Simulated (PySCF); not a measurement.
Identify the unknown among the candidates.

All candidates are C6H6F2.

* 13C NMR: chemical shifts (computed TMS as zero) by class: 128.0 (1 C), 124.0 (1 C), 123.2 (1 C), 79.1 (1 C), 28.4 (1 C), 19.4 (1 C) ppm [GIAO B3LYP/pcSseg-1]
* Rotational structure: rotational constants A, B, C: 3.339, 1.049, 0.839 GHz [PBE0-D3(BJ)/def2-SVP]
* UV, first state: lowest singlet excitation: 4.75 eV (261 nm, f = 0.000) [TDDFT CAM-B3LYP/def2-SVPD]
* UV, strongest line: among the 10 lowest singlet transitions: S5 at 6.97 eV (178 nm, f = 0.423) [TDDFT CAM-B3LYP/def2-SVPD]
* Dipole: 0.15 D [CAM-B3LYP/def2-SVPD]
* Triplet: lowest triplet excitation (Tamm–Dancoff): 4.10 eV [TDA CAM-B3LYP/def2-SVPD]
* Polarisability: 73.6 au [CAM-B3LYP/def2-SVPD]
* Couplings: largest of the computed one-bond spin–spin couplings (means over like bonds): 19F–13C -526.9, 19F–13C -525.1, 13C–1H +168.3, 13C–1H +132.4 (×3), 13C–1H +131.1 (×2), 13C–13C +106.2, 13C–13C +55.8, 13C–13C +50.3 Hz [B3LYP/pcJ-1, spin–dipole term left out for some pairs]
* 1H NMR: chemical shifts (computed TMS as zero) by class: 3.80 (1 H), 1.98 (2 H), 1.01 (3 H) ppm [GIAO B3LYP/pcSseg-1]
* Valence photoelectron: vertical ionisation energy: 8.15 eV [ΔSCF CAM-B3LYP/def2-SVPD]

The electronic properties come from PySCF, for the isolated species, density fitting. Levels stand in brackets. Geometry: PBE0-D3(BJ)/def2-SVP, one conformer, isolated molecule. NMR classes are plain means over equivalent atoms (diastereotopic ones count apart unless rotation or inversion swaps them), as if these changed places fast.

Question: Which candidate is it?
A. `FC1=CCC=C[C@@H]1F`
B. `CCC=C1C(F)=C1F`
C. `C=C/C=C/C=C(F)F`
D. `C=C/C(F)=C(/F)C=C`
E. `F/C=C1C=C\1CCF`

Answer: B. It is `CCC=C1C(F)=C1F`. Numbering: `[CH3:1][CH2:2][CH:3]=[C:4]1[C:5]([F:6])=[C:7]1[F:8]`. Its formula, C6H6F2, gives 3 degrees of unsaturation: 1 ring and 2 π bonds in the structure found. 6 carbons fall into 6 classes; from least to most shielded: fully substituted alkene carbon [C4] (128.0 ppm), vinylic C–F carbon [C7] (124.0 ppm), vinylic C–F carbon [C5] (123.2 ppm), alkene CH carbon [C3] (79.1 ppm), allylic carbon [C2] (28.4 ppm), methyl carbon [C1] (19.4 ppm). Hydrogen classes from least to most shielded: 1 H on an alkene CH carbon, C3 (3.80 ppm), 2 H on an allylic carbon, C2 (1.98 ppm), 3 H on a methyl carbon, C1 (1.01 ppm). The couplings run between: -526.9 Hz, vinyl fluorine [F8] and vinylic C–F carbon [C7]; -525.1 Hz, vinyl fluorine [F6] and vinylic C–F carbon [C5]; +168.3 Hz, alkene CH carbon [C3] and its hydrogen; +132.4 Hz, methyl carbon [C1] and its hydrogen (with 2 like pairs); +131.1 Hz, allylic carbon [C2] and its hydrogen (with 1 like pair); +106.2 Hz, alkene CH carbon [C3] and fully substituted alkene carbon [C4]; +55.8 Hz, vinylic C–F carbon [C5] and vinylic C–F carbon [C7]; +50.3 Hz, allylic carbon [C2] and alkene CH carbon [C3]. The first electron is taken from the HOMO, whose largest Löwdin shares are 0.34 on the alkene CH carbon, 0.22 on the fully substituted alkene carbon and 0.11 on each of 2 atoms of one kind (vinylic C–F carbon). The optimised geometry has point group C1 and is an asymmetric top.

The others, at the same levels:
- `F/C=C1C=C\1CCF` fails: its computed 13C shifts are 138.8 (1 C), 129.0 (1 C), 124.8 (1 C), 106.3 (1 C), 82.4 (1 C), 30.7 (1 C) ppm, 1H shifts are 7.88 (1 H), 6.63 (1 H), 4.75 (2 H), 2.60 (2 H) ppm and lowest singlet excitation is 4.50 eV (275 nm, f = 0.028) (against 4.75 eV).
- `C=C/C(F)=C(/F)C=C` fails: it has 3 carbon classes against 6; its computed 13C shifts are 154.5 (2 C), 130.3 (2 C), 122.0 (2 C) ppm, 1H shifts are 6.29 (2 H), 5.80 (2 H), 5.40 (2 H) ppm and vertical ionisation energy is 8.36 eV (against 8.15 eV).
- `C=C/C=C/C=C(F)F` fails: its computed 13C shifts are 168.9 (1 C), 146.2 (1 C), 138.9 (1 C), 130.7 (1 C), 123.5 (1 C), 88.6 (1 C) ppm, 1H shifts are 6.35 (1 H), 6.13 (1 H), 6.04 (1 H), 5.31 (1 H), 5.23 (1 H), 4.83 (1 H) ppm and lowest singlet excitation is 4.95 eV (251 nm, f = 1.124) (against 4.75 eV).
- `FC1=CCC=C[C@@H]1F` fails: its computed 13C shifts are 166.5 (1 C), 138.8 (1 C), 133.1 (1 C), 111.1 (1 C), 82.3 (1 C), 31.2 (1 C) ppm, 1H shifts are 6.09 (1 H), 6.06 (1 H), 5.51 (1 H), 5.42 (1 H), 3.02 (1 H), 2.84 (1 H) ppm and lowest singlet excitation is 6.58 eV (188 nm, f = 0.053) (against 4.75 eV).

Each candidate is one conformer, not necessarily the lowest. The conformers computed, where there is a choice (atom-mapped SMILES and torsion angles):
- `[CH3:1][CH2:2][CH:3]=[C:4]1[C:5]([F:6])=[C:7]1[F:8]`: C1–C2–C3–C4 -118°
- `[F:1]/[CH:2]=[C:3]1[CH:4]=[C:5]\1[CH2:6][CH2:7][F:8]`: C4–C5–C6–C7 7°, C5–C6–C7–F8 -59°
- `[CH2:1]=[CH:2]/[C:3]([F:4])=[C:5](/[F:6])[CH:7]=[CH2:8]`: C1–C2–C3–F4 1°, C3–C5–C7–C8 180°
- `[CH2:1]=[CH:2]/[CH:3]=[CH:4]/[CH:5]=[C:6]([F:7])[F:8]`: C1–C2–C3–C4 180°, C3–C4–C5–C6 180°

One-bond C–F couplings are unscaled; at this level they come out some 30 % too large in size.
